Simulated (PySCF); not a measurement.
2-hydroxyethylboronic acid (C2H7BO3), SMILES OCCB(O)O. Atoms are numbered in the order given.

```xyz
13

O     -2.6831     0.0065     0.4850
C     -1.4465    -0.3567    -0.0739
C     -0.2757     0.4470     0.4718
B      1.1296     0.0875    -0.1566
O      2.1917     0.9485    -0.1697
O      1.3155    -1.1468    -0.6948
H     -2.6397    -0.1689     1.4306
H     -1.2395    -1.4374     0.0483
H     -1.5416    -0.1857    -1.1581
H     -0.1894     0.2681     1.5630
H     -0.4957     1.5243     0.3684
H      1.9843     1.8069     0.2091
H      2.2136    -1.2521    -1.0294
```
Charge 0, spin multiplicity 1.

Geometry optimised at PBE0-D3(BJ)/def2-SVP. The values are those of a single conformer.

The numbers are results of PBE/def2-TZVP run with PySCF, not measurements.

Atomic charges (e):

```csv
atom,Löwdin,Mulliken
O1,?,-0.40
C2,?,-0.04
C3,-0.23,-0.34
B4,-0.96,0.21
O5,0.20,-0.38
O6,0.22,-0.38
H7,0.16,0.28
H8,0.12,0.10
H9,0.13,0.10
H10,?,0.10
H11,?,0.10
H12,?,0.31
H13,?,0.31
```

Q: What belongs in the gaps? (Estimate from the structure and the level; the computed values follow.)

A: 
- O1, Löwdin: -0.02
- C2, Löwdin: -0.37
- H10, Löwdin: 0.16
- H11, Löwdin: 0.16
- H12, Löwdin: 0.21
- H13, Löwdin: 0.21

Computed Mayer and Wiberg (Löwdin basis) orders of the bonds:
```csv
bond,Mayer,Wiberg
O1–C2,1.04,1.62
C2–C3,1.00,1.23
C3–B4,0.99,1.19
B4–O5,1.36,1.99
B4–O6,1.37,2.00
O1–H7,0.90,1.02
C2–H8,0.96,0.87
C2–H9,0.95,0.86
C3–H10,0.92,0.79
C3–H11,0.94,0.80
O5–H12,0.88,0.95
O6–H13,0.87,0.94
```
